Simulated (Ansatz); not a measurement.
Si(OMe)Me3 (C₄H₁₂OSi), 18 atoms. Hardware: 2 threads of AMD EPYC 7R13 on a shared host.

Correlated methods freeze 10 core orbitals.

(1) How many basis functions does each of these Ansatz runs have, and roughly what does it cost? PBE-D4/def2-TZVP, charge 1 doublet at the geometry of the charge 0 singlet, energy, from earlier orbitals; PBE-D4/def2-TZVP, charge 0 triplet at the geometry of the charge 0 singlet, energy, from earlier orbitals; PBE0-D4/def2-TZVP, charge 1 doublet at the geometry of the charge 0 singlet, energy; HF/6-31G, charge 0 singlet, energy; RPA@PBE/def2-TZVP, charge 0 singlet, energy, from earlier orbitals; revPBE-D4/def2-TZVP, charge 0 singlet, energy, from earlier orbitals; HF/STO-3G, charge 0 singlet, energy; r2SCAN0-D4/def2-TZVP, charge 0 singlet, energy, from earlier orbitals; PBE0-D4/def2-TZVP, charge 0 triplet at the geometry of the charge 0 singlet, energy; r2SCAN-D4/def2-TZVP, charge 0 triplet at the geometry of the charge 0 singlet, energy, from earlier orbitals; B3LYP-D4/6-31G, charge 0 singlet, energy; PBE0-D4/def2-TZVP, charge 0 singlet, energy and forces, from earlier orbitals.

Answers

(1) Other jobs shared the machine, so times can vary by a factor of up to 3. A dash marks memory too small to be measured apart from the calling script's.

```tsv
run	functions	fitting or Cholesky vectors	wall time	peak host memory (GiB)
HF/STO-3G, charge 0 singlet, energy	46	623	0.25 s	–
HF/6-31G, charge 0 singlet, energy	82	1107	0.7 s	–
B3LYP-D4/6-31G, charge 0 singlet, energy	82	1107	1.9 s	–
revPBE-D4/def2-TZVP, charge 0 singlet, energy, from earlier orbitals	264	1651	3.7 s	–
r2SCAN0-D4/def2-TZVP, charge 0 singlet, energy, from earlier orbitals	264	1667	8.5 s	0.83
PBE-D4/def2-TZVP, charge 1 doublet at the geometry of the charge 0 singlet, energy, from earlier orbitals	264	1651	8.5 s	–
PBE0-D4/def2-TZVP, charge 0 singlet, energy and forces, from earlier orbitals	264	1667	9.5 s	0.9
PBE-D4/def2-TZVP, charge 0 triplet at the geometry of the charge 0 singlet, energy, from earlier orbitals	264	1651	10 s	–
RPA@PBE/def2-TZVP, charge 0 singlet, energy, from earlier orbitals	264	1805	10 s	0.77
PBE0-D4/def2-TZVP, charge 1 doublet at the geometry of the charge 0 singlet, energy	264	1667	15 s	1.1
r2SCAN-D4/def2-TZVP, charge 0 triplet at the geometry of the charge 0 singlet, energy, from earlier orbitals	264	1651	19 s	–
PBE0-D4/def2-TZVP, charge 0 triplet at the geometry of the charge 0 singlet, energy	264	1667	35 s	1.5
```
